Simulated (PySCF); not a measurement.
Ligands exchanged one at a time, Sn F-H. Isolated molecules, 0 K electronic values unless said otherwise. Strings in code marks are SMILES.

Method: M06-2X/def2-TZVP // PBE0-D3(BJ)/def2-TZVP (PySCF). Excitations are Tamm–Dancoff values on a coarser integration grid. The basis has no diffuse functions, so Rydberg states are missing or too high.

| species | S1–T1 gap (TDA) (eV) | T1 excitation (TDA) (eV) | LUMO (eV) | S1 oscillator strength |
|---|---|---|---|---|
| 0 of 4 F replaced by H (`[F][Sn]([F])([F])[F]`) | – | – | -2.55 | 0.000 |
| 1 of 4 F replaced by H (`[F][SnH]([F])[F]`) | 1.70 | 6.89 | ___ | 0.000 |
| 2 of 4 F replaced by H | 0.92 | ___ | -0.22 | ___ |
| 3 of 4 F replaced by H (`[F][SnH3]`) | 0.40 | 6.88 | -0.20 | 0.000 |
| 4 of 4 F replaced by H | – | – | – | – |

Q: Some entries are withheld; supply them.

A: 
- 1 of 4 F replaced by H (`[F][SnH]([F])[F]`), LUMO (eV): -1.06
- 2 of 4 F replaced by H, T1 excitation (TDA) (eV): 6.84
- 2 of 4 F replaced by H, S1 oscillator strength: 0.000
